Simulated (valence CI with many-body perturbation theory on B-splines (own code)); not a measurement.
Sb38+ in brief

Calculated by configuration interaction combined with many-body perturbation theory (CI+MBPT): three valence electrons over a frozen Dirac-Fock core [Ne], a basis of 9 s, 9 p, 8 d, 6 f, 3 g, 1 h functions for each j, with the one-electron correlation potential Σ1, the two-electron term Σ2, the three-electron term Σ3, Breit, model QED; selected CI, second order for the rest, scaled by the run's own slope (own B-spline code, finite nucleus).

The last digits are not significant, and no measured levels were compared; by estimate large intervals hold to a few tenths of a per cent, small ones and those within an open d or f shell to about a per cent.

Levels are named by their leading jj configuration (3d3/2^4 stands for four electrons in 3d with j = 3/2), which in mixed levels can hold well under half, so a name can repeat and another be missing.

Rates and lifetimes use the calculated energies. Strong lines usually hold to 10 to 20 %, long lifetimes can be off by a factor of two.

(1) What is the ground level?

(2) What is the ionisation energy?

(3) Among levels below 377.99 eV, which E1 lines absorb most strongly from the ground level?

(4) Name the longest-lived excited levels whose lifetime is computed, and their main decay.

(5) What are the static dipole polarisabilities of the lowest levels?

(6) Where does the other parity begin?

(7) How well does LS coupling describe the low levels?

Results:

(1) (3s^2 3p1/2) J=1/2, composition 99 % 3s²3p ²P°, g = 0.658.

(2) 2655 eV; NIST lists 2654 ± 4 eV (theoretical).

(3) to (3s^2 3d3/2) J=3/2 at 5.989 nm, f = 0.352; to (3s 3p1/2 3p3/2) J=1/2 at 7.162 nm, f = 0.187; to (3s 3p1/2 3p3/2) J=3/2 at 7.523 nm, f = 0.106.

(4) (3s 3p3/2 3d5/2) J=9/2 at 347.99 eV lives 1.10 μs, mostly by M1 to (3s 3p1/2 3d5/2) J=7/2; (3s^2 3p3/2) J=3/2 at 63.18 eV lives 841 ns, mostly by M1 to (3s^2 3p1/2) J=1/2.

(5) (3s^2 3p1/2) J=1/2 0.0165 bohr³, of which the core gives 0.000244.

(6) At (3s 3p1/2^2) J=1/2, 92.49 eV.

(7) Among the lowest 20 levels the leading LS term, summed over configurations, holds 69 % on average. For single configurations the figures are 64 % in LS and 85 % in jj coupling. Terms mix most in the J = 5/2 level at 296.02 eV, where the leading one holds 30 %.
